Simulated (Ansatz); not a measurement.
Two isomers of C3H8OSi: A = `CC1C[SiH2]O1`, B = `C=C[SiH](C)O`.

Isolated molecules relaxed with PBE0-D4/def2-TZVP in Ansatz; ΔE leaves out vibrations. CCSD(T)/CBS adds triple-zeta CCSD(T) − MP2 to the extrapolated MP2 energy (def2 sets, frozen cores). DFT in def2-TZVPP. B3LYP here is the variant with VWN-RPA as its local correlation; programs differ in this. One conformer a species, not always the lowest.

**Question.** Which isomer does CCSD(T)/CBS put lower? Give the gap. (An estimate is asked.)

**Answer.** The calculation gave: B, by 17.7 kcal/mol.

**Question.** Give E(B) − E(A) in kcal/mol with ωB97M-V, B3LYP-D4, CCSD(T)/def2-SVP, PBE-D4, B2PLYP, LDA (SPW92), r2SCAN-D4. (Estimate.)

**Answer.** The calculation gave: ωB97M-V -16.0, B3LYP-D4 -18.7, CCSD(T)/def2-SVP -12.3, PBE-D4 -14.7, B2PLYP -18.2, LDA (SPW92) -9.2, r2SCAN-D4 -16.2. None reverses the order clearly.

**Question.** Does the order hold for the free energy at 298.15 K (harmonic terms from PBE0-D4)? (An estimate is asked.)

**Answer.** Ansatz gave: Yes: G(B) − G(A) = -20.4 kcal/mol, for one conformer each.

Largest T1 diagnostic: 0.011.

From PBE to PBE0 (25 % exact exchange), in def2-TZVPP and without D4, E(B) − E(A) moves by +1.1 kcal/mol. Leaving LDA and LC-ωPBE aside and taking each functional with its dispersion term where it has one, the values, not all of them listed here, spread over 6.8 kcal/mol, from BLYP-D4 to ωB97X-V. LDA lies +5.7 kcal/mol from PBE without D4.
